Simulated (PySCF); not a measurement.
Sr₂⁺: frontier orbitals

PW91 at R = 4.246 Å; Sr def2-SVP with ECP28; scalar-relativistic core potentials (PySCF 2.14). State: ²Σu⁺ (doublet), unpaired electrons σ ↑. Only the outer orbitals are listed.

| spin | orbital | occ. | ε (eV) | main shells (%) |
| --- | --- | --- | --- | --- |
| α | πu | 1 | -27.39 | 100 p |
| α | πu | 1 | -27.39 | 100 p |
| α | πg | 1 | -27.39 | 100 p |
| α | πg | 1 | -27.39 | 100 p |
| α | σg | 1 | -27.29 | 100 p |
| α | σu | 1 | -27.25 | 100 p |
| α | σg | 1 | -7.93 | 93 s |
| α | σu | 1 | -6.88 | 80 s, 14 p |
| α | πu | 0 | -5.74 | 85 d, 15 p |
| α | πu | 0 | -5.74 | 85 d, 15 p |
| α | σg | 0 | -5.66 | 84 d, 9 p |
| β | πu | 1 | -27.32 | 100 p |
| β | πu | 1 | -27.32 | 100 p |
| β | πg | 1 | -27.31 | 100 p |
| β | πg | 1 | -27.31 | 100 p |
| β | σg | 1 | -27.25 | 100 p |
| β | σu | 1 | -27.20 | 100 p |
| β | σg | 1 | -7.79 | 80 s, 11 p, 9 d |
| β | σu | 0 | -6.29 | 89 s |
| β | πu | 0 | -5.61 | 82 d, 18 p |
| β | πu | 0 | -5.61 | 82 d, 18 p |

**Question.** Which are the highest filled and the lowest empty level, where do they sit, and how wide is the gap?

**Answer.** Highest filled α σu at -6.88 eV (in %: 80 s, 14 p); lowest empty β σu at -6.29 eV (in %: 89 s); the gap at PW91 is 0.59 eV.

* bond order (Mayer): 0.97
* ⟨S²⟩: 0.777

Spin–orbit coupling is left out. The state was picked by a PBE0 search and need not be the measured ground state.
